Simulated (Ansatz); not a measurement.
Which isomer of C2H7Sn+ gives these data?

These gas-phase data were calculated for one isomer of C2H7Sn+ at BLYP-D3(BJ)/def2-SVP (harmonic, unscaled wavenumbers; equilibrium rotational constants with average atomic masses):

```
rotational constants            : 14.37, 4.124, 3.343 GHz
all wavenumbers above 1500 cm⁻¹ : 3111, 3110, 3064, 3061, 2966, 2964, 1848
```

Candidates:

(1) `C[CH2][SnH2+]`, a singlet
(2) `[CH3][SnH+][CH3]`, a singlet

**Question.** Which candidate do the data belong to?

**Answer.** Candidate (2). 1 mode lies between 1650 and 2000 cm⁻¹, one for each Sn–H bond, while (1) has 2.

The same quantities for all candidates:

```tsv
	rotational constants (GHz)	wavenumbers above 1500 cm⁻¹	E above the lowest, BLYP-D3(BJ)/def2-SVP (kcal/mol)
(1)	24.02, 2.774, 2.569	3065, 3042, 3005, 2968, 2957, 1875, 1828	12.8
(2)	14.37, 4.124, 3.343	3111, 3110, 3064, 3061, 2966, 2964, 1848	0.0
```

Harmonic stretches to hydrogen usually lie a few per cent above observed fundamentals. Each candidate is one conformer. Atoms past krypton carry core potentials. Programs: Ansatz 0.2.0.
